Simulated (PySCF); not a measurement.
CH3ClOPb, neutral, multiplicity 1. Atoms are numbered in the order given.

```xyz
7

Pb     0.4575     0.3355     0.0000
Cl    -2.0425     0.6694     0.0000
O      0.4642    -1.7708     0.0000
C     -0.6230    -2.6580     0.0000
H     -1.6030    -2.1448     0.0000
H     -0.5826    -3.3142     0.8911
H     -0.5826    -3.3142    -0.8911
```
Charge 0, spin multiplicity 1.

Coordinates come from a B3LYP-D3(BJ)/def2-SVP optimisation. The def2 effective core potentials stand for the cores of Pb; spin–orbit coupling is left out. Other conformers were not sampled.

Computed with IEF-PCM-M06-2X/def2-SVP in PySCF.

The values are the electrostatic part of the solvation free energy, E(continuum) − E(gas) at the gas-phase geometry, in a cavity of scaled van der Waals radii (PySCF's table); cavitation and dispersion terms are not included. A continuum can't describe solvent molecules that bind to the metal. In vacuum the orbital gap is 6.95 eV. The dipole moment in vacuum is 3.58 D.

Computed values in water (ε = 78.36), chloroform (ε = 4.71), cyclohexanone (ε = 15.62):
| solvent | ε | ΔG(elec) (kcal/mol) | dipole (D) | gap (eV) |
|---|---|---|---|---|
| water | 78.36 | -11.3 | 5.20 | 7.57 |
| chloroform | 4.71 | -7.9 | 4.72 | 7.39 |
| cyclohexanone | 15.62 | -10.3 | 5.06 | 7.52 |
